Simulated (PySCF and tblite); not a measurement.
Values are calculated unless marked as measured or tabulated.
# Conformer ensemble of C₆H₇BrO, numbered as in [O:1]=[C:2]1[CH:3]=[CH:4][CH2:5][C@H:6]([Br:7])[CH2:8]1

The ensemble was built from 60 distance-geometry starts (ETKDG and KDG, MMFF94s, GFN2-xTB) and rests on GFN2-xTB geometries. Weights use B3LYP-D3(BJ)/def2-SVP (IEF-PCM, dichloromethane) energies plus GFN2-xTB zero-point and thermal terms (modes under about 100 cm⁻¹ blended into free rotors). Symmetry numbers and mirror images are counted. Conformers within 2.5 kcal/mol (GFN2-xTB free energy) were kept, 3 at most. GIAO shieldings: KT3/pcSseg-1 (IEF-PCM, dichloromethane). Shifts are against TMS (¹H), TMS (¹³C) at the same level; of two unlike H on one atom, a is the less shielded. Programs: PySCF with density fitting and tblite.

The 6-ring runs over atoms 2–3–4–5–6–8.

| conformer | shape | symmetry | E(GFN2) kcal/mol | E(DFT) kcal/mol | G(298.15 K) kcal/mol | weight % | dipole D |
| --- | --- | --- | --- | --- | --- | --- | --- |
| 1 | 6-ring envelope (ring torsions -2, -22, 52, -59, 35, -5°) | C1 | 0.00 | 0.00 | 0.00 | 59.7 | 3.98 |
| 2 | 6-ring envelope (ring torsions 3, 22, -49, 54, -30, 1°) | C1 | 0.84 | 0.05 | 0.23 | 40.3 | 5.42 |

Weights (%) against temperature:

```json
{"T (K)": "250", "1": "58.6", "2": "41.4", "S(mix) cal/mol/K": "1.35"}
{"T (K)": "298.15", "1": "59.7", "2": "40.3", "S(mix) cal/mol/K": "1.34"}
{"T (K)": "350", "1": "60.6", "2": "39.4", "S(mix) cal/mol/K": "1.33"}
```

Averaged shifts at 298.15 K. ¹H: 7.38 (H4, 1H), 6.05 (H3, 1H), 4.92 (H6, 1H), 3.18 (H5a, 1H), 3.04 (H5b, 1H), 2.99 (H8a, 1H), 2.93 (H8b, 1H) ppm. ¹³C: 185.9 (C2), 149.4 (C4), 126.1 (C3), 64.2 (C6), 53.4 (C8), 43.3 (C5) ppm.

Coordinates of conformer 1 (Å):

```xyz
15

O     2.527   -1.232   -0.003
C     1.472   -0.653    0.101
C     1.359    0.717    0.620
C     0.203    1.377    0.675
C    -1.089    0.810    0.185
C    -0.822   -0.298   -0.821
Br   -2.526   -1.174   -1.308
C     0.148   -1.315   -0.258
H     2.279    1.161    0.968
H     0.159    2.372    1.095
H    -1.704    1.596   -0.259
H    -1.646    0.409    1.040
H    -0.442    0.117   -1.758
H     0.335   -2.130   -0.960
H    -0.257   -1.750    0.661
```

Coordinates of conformer 2 (Å):

```xyz
15

O     1.980    1.930    0.302
C     1.175    1.033    0.222
C     1.555   -0.355   -0.072
C     0.675   -1.353   -0.135
C    -0.796   -1.155    0.026
C    -1.191    0.283   -0.268
Br   -1.030    0.612   -2.214
C    -0.307    1.261    0.481
H     2.611   -0.525   -0.221
H     1.007   -2.366   -0.318
H    -1.079   -1.395    1.059
H    -1.338   -1.844   -0.626
H    -2.247    0.458   -0.049
H    -0.467    1.129    1.558
H    -0.554    2.296    0.234
```

Spin–orbit effects of the heavy atoms on shieldings are missing. At a carbon that bears Br the missing effect is some 10 ppm, beside I tens of ppm. Shifts are unscaled: against experiment ¹³C can be off by 15 ppm or more and ¹H by 0.8 ppm.

Search and properties took 86 s on 1 thread of Intel Xeon @ 2.80GHz (shared host) (rough), launched as `OMP_NUM_THREADS=1 python ens_run.py task.json out`.
